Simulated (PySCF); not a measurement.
RbBi⁺ from Hartree–Fock to correlated methods

State: ⁴Σ⁻ (quartet), unpaired electrons σ ↑, π ↑↑. Set-up: basis Rb def2-SVP with ECP28, Bi def2-SVP with ECP60; scalar-relativistic core potentials; PySCF 2.14. De refers to Rb⁺ + Bi in their high-spin ground configurations, without counterpoise correction. The functionals are run spin-unrestricted. A positive dipole points towards Bi; it is taken about the centre of mass and depends on that origin.

```tsv
Level	Re (Å)	ωe (cm⁻¹)	De (eV)	μ (D)	CPU s a point (SCF and correlation, without the integrals)
UHF	4.393	27.5	n/a	-13.58	0.12
UHF-MP2	4.189	33.6	n/a	n/a	0.21
UHF-SCS-MP2	4.222	32.4	n/a	n/a	n/a
UHF-CCSD	4.195	33.7	n/a	n/a	n/a
UHF-CCSD(T)	4.185	34.1	n/a	n/a	5.4
PBE	4.100	36.7	n/a	-11.95	0.44
r²SCAN	4.128	34.9	n/a	-12.39	0.53
TPSSh	4.144	34.5	n/a	-12.31	0.61
PBE0	4.109	35.4	n/a	-12.20	0.89
HSE06	4.111	35.6	n/a	-12.18	0.73
M06-2X	3.866	50.0	n/a	-11.46	0.61
B2PLYP	4.149	34.9	n/a	-12.45	0.43
```

**Question.** What does a quarter of exact exchange do here, going from PBE to PBE0?

**Answer.** PBE0 less PBE: +0.9 pm in Re, -3.5 % in ωe. Exact exchange removes part of the self-interaction that spreads semilocal densities, and in most molecules shortens and stiffens the bond and lowers De; here Re goes the other way.

**Question.** What does the step from GGA to meta-GGA do here, going from PBE to r²SCAN?

**Answer.** r²SCAN less PBE: +2.8 pm in Re, -4.9 % in ωe. 

**Question.** What does second-order correlation do here, going from UHF to UHF-MP2?

**Answer.** UHF-MP2 less UHF: -20.4 pm in Re, +22.2 % in ωe. Correlation nearly always deepens the well. The bond shortens, as in weak, metallic or heavy-atom bonds, where dispersion and the correlation of outer-core electrons pull the atoms together.

Correlated steps freeze 4 core orbitals. Spin–orbit coupling is left out, which matters for elements this heavy, above all for dissociation energies. B2PLYP dipoles, levels and charges come from its SCF part alone. The state is the lowest determinant that a PBE0 search found; another state may lie lower at other levels.

The whole job (state search and all levels along the bond) took about 2.2 min on 1 thread of Oxide Virtual Turin-like (shared host), peak memory 0.61 GiB.
